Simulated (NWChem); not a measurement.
Program: NWChem. System: C2H2N3, charge 1, spin multiplicity 3, at the geometry of a parent with another charge or spin, in a state set for the comparison that need not be this species' ground state. Its SCF solution wasn't tested for a lower state. Level: UMP2/def2-SVPD, 5 core orbitals frozen.

Input file:

```
start mol
memory heap 200 mb stack 900 mb global 1100 mb
charge 1
geometry units angstroms nocenter noautoz
  C      0.077580     1.145318     0.000000
  N      1.144243     0.396327     0.000000
  N      0.585020    -0.829896     0.000000
  C     -0.758587    -0.730972     0.000000
  N     -1.108271     0.543212     0.000000
  H      1.165757    -1.661122     0.000000
  H     -1.426662    -1.592448     0.000000
  symmetry group Cs
end
basis spherical
  * library def2-svpd
end
scf
  uhf
  nopen 2
  maxiter 100
  thresh 1e-7
  semidirect memsize 60000000 filesize 0
  # guess.movecs holds the orbitals of an unrestricted PBE0 run
  vectors input guess.movecs output mol.movecs
end
mp2
  freeze core 5
end
task mp2 energy
```

NWChem printed:

```
             Northwest Computational Chemistry Package (NWChem) 7.3.0
             --------------------------------------------------------

                                NWChem Input Module
                                -------------------

 Scaling coordinates for geometry "geometry" by  1.889725989
 (inverse scale =  0.529177249)

 Turning off AUTOSYM since
 SYMMETRY directive was detected!

                             Geometry "geometry" -> ""
                             -------------------------

 Output coordinates in angstroms (scale by  1.889725989 to convert to a.u.)

  No.       Tag          Charge          X              Y              Z
 ---- ---------------- ---------- -------------- -------------- --------------
    1 C                    6.0000     0.07758000     1.14531800     0.00000000
    2 N                    7.0000     1.14424300     0.39632700     0.00000000
    3 N                    7.0000     0.58502000    -0.82989600     0.00000000
    4 C                    6.0000    -0.75858700    -0.73097200     0.00000000
    5 N                    7.0000    -1.10827100     0.54321200     0.00000000
    6 H                    1.0000     1.16575700    -1.66112200     0.00000000
    7 H                    1.0000    -1.42666200    -1.59244800     0.00000000

 Effective nuclear repulsion energy (a.u.)     157.7970485891

            Nuclear Dipole moment (a.u.)
            ----------------------------
        X                 Y               Z
 ---------------- ---------------- ----------------
    -0.0000056692     0.0000132281     0.0000000000

      Symmetry information
      --------------------

 Group name             Cs
 Group number              2
 Group order               2
 No. of unique centers     7

      Symmetry unique atoms

     1    2    3    4    5    6    7


 Summary of "ao basis" -> "" (spherical)
 ------------------------------------------------------------------------------
       Tag                 Description            Shells   Functions and Types
 ---------------- ------------------------------  ------  ---------------------
[...]
  AO/Fock/Back tols     =   1.0D-09  1.0D-09  1.0D-09

 GA uses MA = F    GA memory limited = T

 Available:
  local mem=  1.26D+08
 global mem=  1.44D+08
 local disk=  0.00D+00
  mp2_memr nvloc                    98
  nvloc new                    98
   1 passes of  13:        3145728                      59937                  29369669.
   1 passes of  13: M    126153128           G      144152288           F     123007400.

 Semi-direct pass number   1 of   1  for UHF alpha       at        9.5s
  vrange nnbf                  6775
  mp2_eaftype                   112  avail_ma_in_mb                  1099
 EAF : mp2_eaftype filesize         112   14684835.
  mp2_eaf for mointskh                    112
Node 0 wrote     69.1 Mb in      0.0 s     Agg I/O rate:  3487.3 Mb/s
 Done moints_semi at       11.8s
  mp2_eaftype                   112  avail_ma_in_mb                   987
 EAF : mp2_eaftype filesize         112   14684835.
  mp2_eaf for kh                   112
 Done maket at       12.0s
 Done multipass loop at       12.0s

 GA uses MA = F    GA memory limited = T

 Available:
  local mem=  1.26D+08
 global mem=  1.44D+08
 local disk=  0.00D+00
  mp2_memr nvloc                   100
  nvloc new                   100
   1 passes of  11:        3145728                      55500                  25361579.
   1 passes of  11: M    126153128           G      144152288           F     123007400.

 Semi-direct pass number   1 of   1  for UHF beta        at       12.0s
  vrange nnbf                  6775
  mp2_eaftype                    96  avail_ma_in_mb                  1099
 EAF : mp2_eaftype filesize          96   12680790.
  mp2_eaf for mointskh                     96
Node 0 wrote     59.6 Mb in      0.0 s     Agg I/O rate:  3703.0 Mb/s
 Done moints_semi at       14.1s
  mp2_eaftype                    96  avail_ma_in_mb                  1003
 EAF : mp2_eaftype filesize          96   12680790.
  mp2_eaf for kh                    96
 Done maket at       14.3s
 Done multipass loop at       14.3s

          -------------------------------------------
          SCF energy                -239.603258589520
          Correlation energy          -0.687161029738
          Singlet pairs                0.000000000000
          Triplet pairs                0.000000000000
          Total MP2 energy          -240.290419619258
          -------------------------------------------

          ---------------------------------------------------
                    Spin Component Scaled (SCS) MP2
          Same spin pairs                     -0.189459970959
          Same spin scaling factor             0.333333333333
          Opposite spin pairs                 -0.497701058779
          Opposite spin scaling fact.          1.200000000000
          SCS-MP2 correlation energy          -0.660394594188
          Total SCS-MP2 energy              -240.263653183708
          ---------------------------------------------------

 -----------------------
 Performance information
 -----------------------

 Timer overhead =  1.50D-07 seconds/call

               Nr. of calls         CPU time (s)                 Wall time (s)                GFlops
             ---------------    -------------------     ------------------------------   -------------------
Name         Min   Avg   Max    Min     Avg     Max     Min     Avg     Max   Mx/calls   Min     Max     Sum
mp2: moin     2     2     2    4.4     4.4     4.4      4.4     4.4     4.4     2.2      0.0     0.0     0.0
mp2: make     2     2     2   0.38    0.38    0.38     0.38    0.38    0.38    0.19      0.0     0.0     0.0
mp2: tota     1     1     1    4.8     4.8     4.8      4.8     4.8     4.8     4.8      0.0     0.0     0.0

 The average no. of pstat calls per process was 5.00D+00
 with a timing overhead of 7.50D-07s

 Task  times  cpu:       14.3s     wall:       14.3s

 Total times  cpu:       14.3s     wall:       14.3s
```
